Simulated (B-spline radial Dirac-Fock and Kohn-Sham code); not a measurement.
## Photoemission from Tb³⁺ at 4490 eV, detector at θ = 30°, φ = 0°

System: the Tb³⁺ ion, [Xe] 4f8. Level of theory: Dirac-Hartree-Slater photoionisation with a Latter tail; cross sections with all multipoles, angular parameters from the dipole term and its interference with E2; a B-spline atomic structure program. Thresholds are orbital energies of the model. For linearly polarised light dσ/dΩ = σ/(4π) [1 + β P₂(cos θ) + (δ + γ cos²θ) sin θ cos φ], with θ from the polarisation vector and φ the angle between the beam and the projection of the electron momentum on the plane normal to the polarisation. The dipole factor is 1 + βP₂ and the non-dipole term is the rest of the bracket. Open shells are filled statistically over j.

Input of the calculation (task.json; shells as n, l, electrons):

```json
{"items": [{
  "Z": 65,
  "q": 3,
  "cfg": [[1, 0, 2], [2, 0, 2], [2, 1, 6], [3, 0, 2], [3, 1, 6], [3, 2, 10], [4, 0, 2], [4, 1, 6], [4, 2, 10], [4, 3, 8], [5, 0, 2], [5, 1, 6]],
  "A": 159,
  "rrms": 5.06,
  "do": "xps",
  "hv": [85.1, 99.6, 116.0, 126.0, 129.0, 198.0, 200, 258.0, 269.0, 300, 591.0, 637.0, 766.0, 841.0, 1000, 1253.6, 2000, 2720.0, 2984.4, 3560.0, 4490.0, 4760.0, 5414.7, 5520.0, 7070.0, 7530.0, 8047.8, 9000.0, 10300.0, 12500.0]
}]}
```

Launch: `python xray2_run.py task.json out`

```csv
subshell,threshold (eV),σ (kb),β,γ,δ,dipole factor,non-dipole term,dσ/dΩ (kb/sr)
3s,1972.3,11.9,1.97,0.04,-0.001,2.231,+0.016,2.13
3p1/2,1789.8,15.8,1.60,0.03,0.001,2.001,+0.014,2.54
3p3/2,1632.7,30.0,1.67,0.05,0.011,2.042,+0.025,4.93
3d3/2,1314.9,20.7,1.25,0.67,0.101,1.783,+0.302,3.44
3d5/2,1280.3,28.6,1.20,0.69,0.105,1.748,+0.312,4.69
4s,423.9,3.15,1.97,-0.10,-0.001,2.233,-0.039,0.549
4p1/2,351.5,3.55,1.65,0.17,-0.001,2.029,+0.064,0.592
4p3/2,316.1,6.52,1.71,0.20,0.009,2.072,+0.080,1.12
4d3/2,195.5,3.57,1.27,0.79,0.089,1.793,+0.342,0.607
4d5/2,189.0,4.91,1.19,0.80,0.096,1.744,+0.348,0.817
4f5/2,44.01,0.172,0.80,1.04,0.266,1.500,+0.525,0.0278
4f7/2,43.06,0.216,0.78,1.04,0.271,1.489,+0.525,0.0346
5s,82.72,0.567,1.97,-0.11,-0.001,2.233,-0.043,0.0988
5p1/2,61.96,0.529,1.65,0.20,-0.001,2.031,+0.075,0.0887
5p3/2,56.77,0.943,1.72,0.23,0.009,2.075,+0.091,0.162
```
